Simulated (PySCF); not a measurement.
**Atomic charges against the basis set**

Compound: C3H5AlClF.
SMILES with atom numbers: `[CH2:1]=[CH:2][CH2:3][Al:4]([F:5])[Cl:6]` (hydrogens: H7, H8 on C1; H9 on C2; H10, H11 on C3)

Cartesian coordinates in Å at the PBE0-D3(BJ)/def2-SVP level; atoms count from 1:
```xyz
11
C3H5AlClF angstrom
C     -1.8830   -0.0962   -0.4762
C     -0.7538   -0.6584   -0.0370
C      0.2673   -0.0002    0.8275
Al     1.8991    0.4749   -0.1204
F      3.2267    1.0039    0.7280
Cl     2.1064    0.3636   -2.1976
H     -2.5677   -0.6379   -1.1328
H     -2.1619    0.9255   -0.1969
H     -0.5296   -1.6851   -0.3547
H     -0.1247    0.9339    1.2694
H      0.5670   -0.6417    1.6757
```

PBE0 throughout (PySCF), one geometry, spherical d and f functions. One conformer (not necessarily the lowest) at the PBE0-D3(BJ)/def2-SVP geometry, without solvent, vibrations or thermal averaging. The first 7 of 10 kinds of atom are listed.

Mulliken charges (e):

| basis | functions | C1 | C2 | C3 | Al4 | F5 | Cl6 | H7 |
| --- | --- | --- | --- | --- | --- | --- | --- | --- |
| STO-3G | 43 | -0.182 | -0.089 | -0.351 | +0.962 | -0.252 | -0.451 | +0.079 |
| 6-31G | 72 | -0.350 | -0.054 | -0.797 | +1.100 | -0.505 | -0.344 | +0.166 |
| pcSseg-0 | 72 | -0.403 | -0.229 | -1.104 | +1.461 | -0.503 | -0.467 | +0.225 |
| 6-31G* | 102 | -0.393 | -0.070 | -0.640 | +0.880 | -0.451 | -0.262 | +0.175 |
| cc-pVDZ | 117 | -0.037 | -0.117 | -0.188 | +0.675 | -0.381 | -0.208 | +0.047 |
| def2-SVP | 117 | -0.085 | -0.106 | -0.347 | +0.912 | -0.399 | -0.287 | +0.055 |
| aug-cc-pVDZ | 191 | +0.371 | +1.249 | -0.022 | +1.031 | -0.658 | -0.292 | -0.383 |
| 6-311+G(2d,p) | 208 | -0.374 | +0.233 | -1.033 | +1.227 | -0.526 | -0.260 | +0.122 |
| def2-TZVP | 228 | -0.295 | -0.099 | -0.410 | +0.715 | -0.339 | -0.243 | +0.130 |
| cc-pVTZ | 258 | -0.282 | -0.102 | -0.252 | +0.594 | -0.320 | -0.212 | +0.122 |
| IGLO-III | 278 | -0.231 | -0.083 | -0.571 | +1.256 | -0.591 | -0.382 | +0.107 |

IAO charges (e):

```json
{"basis": "STO-3G", "functions": "43", "C1": "-0.280", "C2": "-0.136", "C3": "-0.594", "Al4": "+1.182", "F5": "-0.455", "Cl6": "-0.372", "H7": "+0.133"}
{"basis": "6-31G", "functions": "72", "C1": "-0.328", "C2": "-0.121", "C3": "-0.634", "Al4": "+1.144", "F5": "-0.532", "Cl6": "-0.325", "H7": "+0.158"}
{"basis": "pcSseg-0", "functions": "72", "C1": "-0.315", "C2": "-0.125", "C3": "-0.648", "Al4": "+1.165", "F5": "-0.523", "Cl6": "-0.330", "H7": "+0.152"}
{"basis": "6-31G*", "functions": "102", "C1": "-0.323", "C2": "-0.115", "C3": "-0.632", "Al4": "+1.218", "F5": "-0.552", "Cl6": "-0.349", "H7": "+0.150"}
{"basis": "cc-pVDZ", "functions": "117", "C1": "-0.328", "C2": "-0.116", "C3": "-0.630", "Al4": "+1.207", "F5": "-0.553", "Cl6": "-0.341", "H7": "+0.151"}
{"basis": "def2-SVP", "functions": "117", "C1": "-0.320", "C2": "-0.112", "C3": "-0.631", "Al4": "+1.215", "F5": "-0.552", "Cl6": "-0.338", "H7": "+0.146"}
{"basis": "aug-cc-pVDZ", "functions": "191", "C1": "-0.342", "C2": "-0.119", "C3": "-0.638", "Al4": "+1.230", "F5": "-0.568", "Cl6": "-0.346", "H7": "+0.157"}
{"basis": "6-311+G(2d,p)", "functions": "208", "C1": "-0.342", "C2": "-0.120", "C3": "-0.646", "Al4": "+1.245", "F5": "-0.571", "Cl6": "-0.349", "H7": "+0.156"}
{"basis": "def2-TZVP", "functions": "228", "C1": "-0.343", "C2": "-0.118", "C3": "-0.649", "Al4": "+1.256", "F5": "-0.572", "Cl6": "-0.353", "H7": "+0.156"}
{"basis": "cc-pVTZ", "functions": "258", "C1": "-0.342", "C2": "-0.118", "C3": "-0.648", "Al4": "+1.250", "F5": "-0.569", "Cl6": "-0.352", "H7": "+0.156"}
{"basis": "IGLO-III", "functions": "278", "C1": "-0.345", "C2": "-0.119", "C3": "-0.649", "Al4": "+1.249", "F5": "-0.573", "Cl6": "-0.347", "H7": "+0.156"}
```

Hirshfeld charges (e):

```csv
basis,functions,C1,C2,C3,Al4,F5,Cl6,H7
STO-3G,43,-0.082,-0.037,-0.136,+0.738,-0.199,-0.369,+0.025
6-31G,72,-0.106,-0.039,-0.183,+0.604,-0.311,-0.205,+0.049
pcSseg-0,72,-0.105,-0.039,-0.189,+0.639,-0.308,-0.210,+0.046
6-31G*,102,-0.110,-0.038,-0.186,+0.590,-0.293,-0.202,+0.047
cc-pVDZ,117,-0.109,-0.040,-0.193,+0.591,-0.290,-0.189,+0.046
def2-SVP,117,-0.113,-0.040,-0.199,+0.605,-0.295,-0.184,+0.046
aug-cc-pVDZ,191,-0.116,-0.052,-0.209,+0.631,-0.312,-0.187,+0.049
"6-311+G(2d,p)",208,-0.114,-0.053,-0.203,+0.628,-0.311,-0.188,+0.048
def2-TZVP,228,-0.116,-0.049,-0.204,+0.618,-0.301,-0.188,+0.048
cc-pVTZ,258,-0.116,-0.046,-0.204,+0.615,-0.297,-0.191,+0.048
IGLO-III,278,-0.119,-0.051,-0.207,+0.614,-0.302,-0.174,+0.047
```

ESP-fitted charges (e):

| basis | functions | C1 | C2 | C3 | Al4 | F5 | Cl6 | H7 |
| --- | --- | --- | --- | --- | --- | --- | --- | --- |
| STO-3G | 43 | -0.456 | +0.209 | -0.653 | +1.123 | -0.317 | -0.486 | +0.137 |
| 6-31G | 72 | -0.637 | +0.205 | -0.815 | +1.242 | -0.532 | -0.429 | +0.222 |
| pcSseg-0 | 72 | -0.668 | +0.212 | -0.866 | +1.304 | -0.519 | -0.456 | +0.230 |
| 6-31G* | 102 | -0.640 | +0.100 | -0.498 | +0.943 | -0.416 | -0.330 | +0.228 |
| cc-pVDZ | 117 | -0.592 | +0.039 | -0.402 | +0.879 | -0.424 | -0.287 | +0.216 |
| def2-SVP | 117 | -0.591 | +0.048 | -0.430 | +0.942 | -0.436 | -0.304 | +0.213 |
| aug-cc-pVDZ | 191 | -0.653 | +0.049 | -0.387 | +0.886 | -0.429 | -0.288 | +0.234 |
| 6-311+G(2d,p) | 208 | -0.674 | +0.045 | -0.422 | +0.921 | -0.445 | -0.293 | +0.243 |
| def2-TZVP | 228 | -0.675 | +0.060 | -0.410 | +0.898 | -0.429 | -0.288 | +0.241 |
| cc-pVTZ | 258 | -0.654 | +0.062 | -0.408 | +0.890 | -0.422 | -0.290 | +0.233 |
| IGLO-III | 278 | -0.659 | +0.011 | -0.324 | +0.844 | -0.420 | -0.265 | +0.239 |

Q: Which scheme is steadiest as the basis changes?

A: Largest range over the bases for any column: IAO 0.12 e, Hirshfeld 0.19 e, ESP-fitted 0.54 e, Mulliken 1.48 e. IAO charges move least and Mulliken charges most, counted in e. Without the minimal STO-3G basis the ranges are IAO 0.11, Hirshfeld 0.05, ESP-fitted 0.54, Mulliken 1.48 e.

Q: How much do the charges still move between the two largest bases, cc-pVTZ and IGLO-III?

A: At most, over all atoms: Mulliken 0.662 e, IAO 0.005 e, Hirshfeld 0.017 e, ESP-fitted 0.084 e.

Q: What do the same runs give for the total energy, the frontier levels and the dipole moment?

A: 
| basis | energy (Eh) | HOMO (eV) | LUMO (eV) | μ (D) |
| --- | --- | --- | --- | --- |
| STO-3G | -908.6651 | -4.95 | 3.49 | 2.73 |
| 6-31G | -919.2970 | -7.24 | -1.02 | 2.83 |
| pcSseg-0 | -918.1527 | -7.43 | -0.86 | 2.51 |
| 6-31G* | -919.3801 | -7.01 | -0.64 | 2.14 |
| cc-pVDZ | -919.4298 | -7.16 | -0.75 | 2.03 |
| def2-SVP | -919.0400 | -7.17 | -0.63 | 1.83 |
| aug-cc-pVDZ | -919.4539 | -7.27 | -1.03 | 1.99 |
| 6-311+G(2d,p) | -919.5125 | -7.27 | -1.04 | 1.98 |
| def2-TZVP | -919.5364 | -7.22 | -0.80 | 1.87 |
| cc-pVTZ | -919.5344 | -7.21 | -0.78 | 1.90 |
| IGLO-III | -919.5356 | -7.22 | -0.79 | 1.77 |

The dipole is fixed by the density alone, so its range of 1.06 D shows that the density itself changes with the basis, not only its division among atoms.
